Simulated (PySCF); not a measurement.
# What a mistake does to a calculation on BGeH4N2

These are calculations, not measurements. The program is PySCF 2.14.0, an open-source quantum chemistry code, run on an isolated molecule that a program drew, which may never have been made. The molecule is BGeH4N2 (charge 0, doublet), drawn as the SMILES string `NB=[N][GeH2]`.

Each row is a Hartree-Fock (HF) and frozen-core CCSD(T) single point in the cc-pVDZ basis, meant for a local HF minimum. Run 1 is clean. Each other run has one planted mistake out of seven kinds, and not every kind appears here: one electron removed, one electron added, multiplicity raised by two, geometry at a saddle point, minimal basis STO-3G, one bond length entered in bohr, all coordinates scaled. The reference is restricted for singlets and unrestricted otherwise, and also for a bond in bohr. Adding or removing an electron swaps singlet and doublet. Electrons count all cores. HOMO and LUMO are orbital energies over both spins, the gradient is its largest component, and the lowest frequency (negative if imaginary) is given only where the gradient is small. Bond lengths are over the 7 bonds as drawn. T1 is the CCSD diagnostic: over 0.02 (restricted) or 0.045 (unrestricted) a single reference is doubtful. Germanium has the cc-pVDZ-PP basis, with a core potential (ECP10MDF) in place of its 10 inner electrons, and its 3s, 3p and 3d shells are frozen in CCSD(T).

Geometry of the clean run:
```xyz
8
BGeH4N2, angstrom
N    -2.0946   -1.7268   -1.0506
B    -0.8191   -1.1722   -0.9928
N     0.3302   -0.6746   -0.9389
Ge    1.7764    0.3801   -1.1473
H    -2.2483   -2.5454   -1.6035
H    -2.6839   -1.6850   -0.2439
H     2.9012   -0.4268   -1.8236
H     2.2433    0.8815    0.2326
```

```
run,electrons,basis functions,<S^2>,HOMO (eV),LUMO (eV),gradient (hartree/bohr),lowest frequency (cm^-1),mean bond (Å),longest bond (Å),T1,HF (hartree),CCSD(T) (hartree),mistake
1,55,85,0.754,-7.92,1.68,2.7e-05,69,1.3612,1.802,0.0161,-429.32303,-429.85715,no fault
2,55,85,0.759,-8.35,1.02,8.1e-02,-,1.4838,1.964,0.0204,-429.26146,-429.82039,all coordinates scaled
3,55,85,1.818,-8.18,1.36,1.9e-02,-,1.5382,2.631,0.0221,-429.15870,-429.65833,?
4,56,85,0.000,0.00,7.71,7.8e-02,-,1.3612,1.802,0.0154,-429.29029,-429.85592,?
```

**Which mistake was planted in run 3, and what did it cost?**

The mean bond changes by a factor of 1.130 and the longest by 1.460, so the molecule wasn't scaled as a whole. A length L in bohr read as angstrom grows by (1/0.5292 - 1) L = 0.890 L. The 7 bonds together grew by 7 x 0.1770 = 1.239 Å, which gives L = 1.393 Å. That is bond N1-B2, 1.392 Å in the clean geometry. So the mistake is: one bond length entered in bohr. Subtracting run 1 and multiplying by 627.51 kcal/mol a hartree, the energy moved by 103.1 kcal/mol in HF and 124.8 kcal/mol in CCSD(T).

**Which mistake was planted in run 4, and what did it cost?**

It counts 56 electrons, one more than the clean run, at the same geometry and basis. So the mistake is: one electron added. Subtracting run 1 and multiplying by 627.51 kcal/mol a hartree, the energy moved by 20.5 kcal/mol in HF and 0.8 kcal/mol in CCSD(T).

Cautions from the logs. Run 4: the HOMO is above zero, so the electron isn't bound and the energy depends on the basis.
